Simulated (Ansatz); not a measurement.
Basis sets compared for Ga₁₀As₁₀H₃₀, a nanocrystal cut from zinc blende GaAs (hydrogen-capped). Total charge 0; singlet. Geometry PBE-D4/def2-SVP. Ansatz on 11 threads of AMD EPYC 7R13 on a shared host and a whole NVIDIA H100 80GB HBM3; times are rough, and most runs start from earlier orbitals.

Cartesian coordinates in Å:
```
Ga 1.753 1.376 -2.262
Ga -2.320 0.301 -3.881
Ga 2.112 -2.254 -0.737
Ga -1.956 -3.344 -2.351
Ga -1.741 4.011 -1.183
Ga 2.602 0.918 1.572
Ga -0.891 3.549 2.670
Ga -1.165 -0.008 0.257
Ga -0.965 -3.879 2.133
Ga -0.471 -0.696 4.454
As 0.209 0.598 -4.063
As 0.680 3.596 -1.878
As 1.248 0.008 -0.275
As -2.323 -0.952 -1.716
As 0.593 -3.249 -2.449
As 1.395 -3.684 1.179
As -1.813 2.343 0.680
As 1.576 3.110 2.181
As 1.915 -0.323 3.625
As -1.441 -1.427 2.266
H 3.270 1.447 -2.687
H -2.854 1.775 -3.762
H -2.688 -0.730 -5.018
H 3.646 -2.352 -1.088
H -2.414 -3.504 -3.853
H -2.240 -4.360 -1.186
H -2.562 3.580 -2.452
H -1.736 5.446 -0.525
H 4.159 0.970 1.329
H -1.088 5.094 2.412
H -1.132 2.801 4.031
H -1.759 -4.619 0.996
H -0.764 -4.397 3.611
H -0.930 0.738 4.904
H -0.384 -1.974 5.376
H 0.513 1.538 -5.228
H 0.875 -0.634 -4.668
H 0.959 4.361 -3.171
H 1.659 4.381 -1.009
H -3.789 -0.917 -1.284
H 1.082 -2.714 -3.792
H 1.134 -4.666 -2.632
H 1.888 -5.078 0.794
H 2.426 -3.444 2.278
H -3.304 2.223 0.995
H 2.140 4.119 1.185
H 2.406 3.578 3.376
H 2.725 0.342 4.737
H 2.710 -1.626 3.602
H -2.950 -1.368 2.506
```

Single mean-field runs in def2-SVP, def2-TZVP are fitted with def2-universal-jkfit.

Binding counts from free atoms (Ga doublet, As quartet, H doublet) in the same basis, without a counterpoise term.

| level | functions | energy (Eh) | HOMO (eV) | LUMO (eV) | binding per atom (eV) | wall time |
| --- | --- | --- | --- | --- | --- | --- |
| PBE-D4/def2-SVP | 790 | -41614.3166 | -5.98 | -2.32 | 2.57 | 3.7 s |
| PBE0-D4/def2-SVP | 790 | -41615.4225 | -6.99 | -1.65 | 2.57 | 6.5 s |

(1) Estimate the rows for PBE-D4/def2-TZVP, PBE0-D4/def2-TZVP (with forces).

Answers

(1) 
```
                          level  functions  energy (Eh)  HOMO (eV)  LUMO (eV)  binding per atom (eV)  wall time
               PBE-D4/def2-TZVP       1140  -41619.5626      -6.04      -2.42                   2.57        6 s
PBE0-D4/def2-TZVP (with forces)       1140  -41620.6488      -7.01      -1.73                   2.56       16 s
```
